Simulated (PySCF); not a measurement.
## Working out the ionisation energy of S⁺

S⁺ [Ne] 3s2 3p3 (4S) → S²⁺ [Ne] 3s2 3p2 (3P). All numbers are calculated (PySCF 2.14, the spin-free X2C one-electron Hamiltonian (Gaussian nucleus), in aug-cc-pCVTZ-DK (8s7p5d3f, 75 functions)). Frozen: [Ne]. Energies in hartree (1 hartree = 27.21139 eV):

```json
{"part": "UHF", "S⁺ (lower)": "-398.252070", "S²⁺ (upper)": "-397.417584"}
{"part": "CCSD correlation", "S⁺ (lower)": "-0.110901", "S²⁺ (upper)": "-0.090466"}
{"part": "(T)", "S⁺ (lower)": "-0.003660", "S²⁺ (upper)": "-0.002204"}
```

Problem. What does Hartree-Fock give?

Solution. (-397.417584) − (-398.252070) = 0.834486 hartree = 22.708 eV.

Problem. What do CCSD and CCSD(T) give?

Solution. The CCSD correlation energies differ by 0.020435 hartree = 0.556 eV and the triples by 0.001456 hartree = 0.040 eV, so CCSD gives 23.264 eV and CCSD(T) 23.304 eV.

A first-order spin-orbit estimate adds -0.062 eV to CCSD(T) (valence), giving 23.242 eV against 23.338 eV (measured; NIST Atomic Spectra Database, ionization energies).

What remains against the reference includes basis incompleteness, the frozen core and higher excitations.
